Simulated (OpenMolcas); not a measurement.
**Ge: CASPT2 settings compared**

```
Program             : OpenMolcas
Basis               : ANO-R2 [6s5p4d3f1g]
Scalar Hamiltonian  : X2C, finite nucleus
Active space        : 4 electrons in 4 orbitals (4s 4p)
State averaging     : 2S+1 = 3 even, 3 roots; 2S+1 = 1 even, 6 roots kept (CI in the orbitals of an earlier block); 2S+1 = 5 odd, 1 root
Spin-orbit coupling : state interaction with AMFI integrals over the reference wave functions, term energies averaged over their components
```

Methods on the same reference wave functions:
A. CASSCF
B. SS-CASPT2, IPEA 0 Eh, sigma2 regulariser 0.15 Eh (closed shells correlated: 3s 3p 3d)
C. SS-CASPT2, IPEA 0.1 Eh, imaginary shift 0.1 Eh (closed shells correlated: 3s 3p 3d)
D. SS-CASPT2, IPEA 0.35 Eh, imaginary shift 0.2 Eh (closed shells correlated: 3s 3p 3d)

Energies in cm⁻¹ above 4s² 4p² ³P₀, the measured ground level; measured values from NIST Handbook of Basic Atomic Spectroscopic Data.

```csv
Level,A,B,C,D,Measured
4s² 4p² ³P₀,0.0,0.0,0.0,0.0,0.0
4s² 4p² ³P₁,490,491,492,493,557
4s² 4p² ³P₂,1266,1256,1254,1251,1410
4s² 4p² ¹D₂,9620,7720,7410,6970,7125
4s² 4p² ¹S₀,17217,16920,16720,16460,16367
4s 4p³ ⁵S°₂,30517,40400,40060,39500,41927
```

Deviations, from unrounded energies. A percentage is the sum of absolute deviations over the sum of measured energies, with the sign that they share, or ± where signs differ.

```
                        Against measurement  Levels      A      B      C      D
             mean absolute deviation (cm-1)       5   3000    580    540    580
      fine structure of the ground term (%)       2  -10.7  -11.2  -11.2  -11.3
other terms of the ground configuration (%)       2  +14.2   +4.9   +2.7   ±1.0
                   other configurations (%)       1  -27.2   -3.6   -4.4   -5.8
```

C lies closest to measurement on these levels and A furthest from it. The largest miss of C in the table is 4s 4p³ ⁵S°₂, by -1900 cm-1. The ranking rests on the paired levels alone, and a cruder setting can come out closer through cancelling errors.

Among B to D the level of the table that moves most is 4s 4p³ ⁵S°₂, by 900 cm-1 (lowest in D, highest in B). Moves below CASPT2's spread within the term are not significant.

From A to B the spin-free energies of the other terms of 4s² 4p² shown, above ³P, scale by factors of 0.78 to 0.98.

The lowest spin-free term lies below A's lowest term by 0.807 hartree in B, 0.803 hartree in C, 0.795 hartree in D.

CASPT2 breaks the degeneracy within a term, and the mean is taken; among the terms shown or strongly mixed into the levels shown the widest spread is 18 cm-1 (4s² 4p² ¹D, D). Terms from blocks run as CI alone lack orbitals of their own. Terms of s pⁿ other than that of highest spin mix with s² pⁿ⁻² d, which this space lacks; all of them can be thousands of cm-1 off, and some have no real level of that name. Without dynamic correlation excited terms often stand tens of per cent too high (terms of higher spin than the ground term too low), and those without a measured partner can miss by more than the paired ones (holds for A). Computed and measured levels are paired by configuration, term and J; levels that our copy of the source lacks, or whose pairing is in doubt (as where it misses far off the trend of its configuration), stay unpaired and out of the deviations. Only configurations of the active space appear.

° marks odd parity.
